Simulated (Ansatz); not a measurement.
Ideal-gas functions of C2H5BS (`CBC=S`) at 298.15 K and 1 bar, from an Ansatz frequency run at PBE0-D4/def2-TZVP.

Molar mass 71.94 g/mol, point group C1 (symmetry number 1), electronic degeneracy 1, moments of inertia 32.879, 142.121, 156.659 u Å². Harmonic wavenumbers (cm⁻¹, unscaled): 115, 132, 190, 319, 633, 755, 813, 871, 968, 1026, 1050, 1154, 1249, 1314, 1441, 1465, 2588, 3025, 3100, 3140, 3144.

Use S(trans) = R[1.5 ln M + 2.5 ln T − 1.1517]; rotational temperatures θ = 24.2544 K / I; S(rot) = R[ln(√π/σ · √(T³/θAθBθC)) + 1.5]; for each mode x = 1.438777 ν̃/T, S = R[x/(eˣ − 1) − ln(1 − e⁻ˣ)] and H = RT x/(eˣ − 1); 1 cm⁻¹ = 0.0119627 kJ/mol; R = 8.31446 J/(mol·K).

Problem. By hand: the entropy, in J/(mol·K).

Solution. Translation 162.2. Rotation: θ = 0.7377, 0.1707, 0.1548 K, giving 104.7. Vibration, mode by mode: 13.32, 12.20, 9.32, 5.50, 1.66, 1.03, 0.82, 0.66, 0.45, 0.35, 0.32, 0.21, 0.14, 0.11, 0.06, 0.06, 0.00, 0.00, 0.00, 0.00, 0.00, in all 46.2. Electronic 0.0. Sum 313.1 J/(mol·K).

Problem. By hand: H − E and G − E in kJ/mol, counted from the electronic energy.

Solution. Zero-point energy ½ × 28492 × 0.0119627 = 170.4; thermal vibration 7.6; translation, rotation and pV give 4 RT = 9.9. H − E = 187.9 kJ/mol, and G − E = 187.9 − 298.15 × 313.1/1000 = 94.5 kJ/mol.

Vibration gives 15 % of the entropy, 25.5 J/(mol·K) of it from the modes under 150 cm⁻¹: soft modes count most, and the harmonic formula is weakest for them. The sum counts one conformer and one mirror image; others add a mixing term.
